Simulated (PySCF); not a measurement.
## Cadmium: a sound run and one with changed settings

Sound run: Cd⁺ [Kr] 4d10 5s1, Cd²⁺ [Kr] 4d10. Computed with PySCF 2.14 in x2c-TZVPall (8s6p6d1f, 63 functions), with scalar relativity by spin-free X2C-1e. In the sound run the correlated levels freeze [Kr]. The sound run starts from symmetry-adapted Hartree-Fock orbitals and uses a fine grid where one is needed.

Changed run: the non-relativistic Hamiltonian (point nucleus). This setting is unsound on purpose.

| species | method | sound run (hartree) | changed run (hartree) | converged |
| --- | --- | --- | --- | --- |
| Cd⁺ | UHF | -5591.04389 | -5382.83713 | yes |
| Cd⁺ | MN15 | -5597.31878 | -5389.35220 | yes |
| Cd⁺ | LDA | -5587.95685 | -5380.37220 | yes |
| Cd⁺ | MP2 | -5591.34325 | -5383.13042 | yes |
| Cd²⁺ | UHF | -5590.47177 | -5382.30162 | yes |
| Cd²⁺ | MN15 | -5596.69915 | -5388.77783 | yes |
| Cd²⁺ | LDA | -5587.30668 | -5379.76485 | yes |
| Cd²⁺ | MP2 | -5590.74210 | -5382.56959 | yes |

Ionisation energy of Cd⁺:

```json
{"method": "UHF", "sound run (eV)": "15.568", "changed run (eV)": "14.572"}
{"method": "MN15", "sound run (eV)": "16.861", "changed run (eV)": "15.629"}
{"method": "LDA", "sound run (eV)": "17.692", "changed run (eV)": "16.527"}
{"method": "MP2", "sound run (eV)": "16.358", "changed run (eV)": "15.261"}
{"method": "SCS-MP2", "sound run (eV)": "16.222", "changed run (eV)": "15.137"}
```

Most of the change in total energy is the relativistic energy itself. On top of that the contraction fixes the core shape for the Hamiltonian it was made with, so the changed run is not a good calculation with the other Hamiltonian either.

For comparison, NIST gives 16.908 eV between the lowest levels.
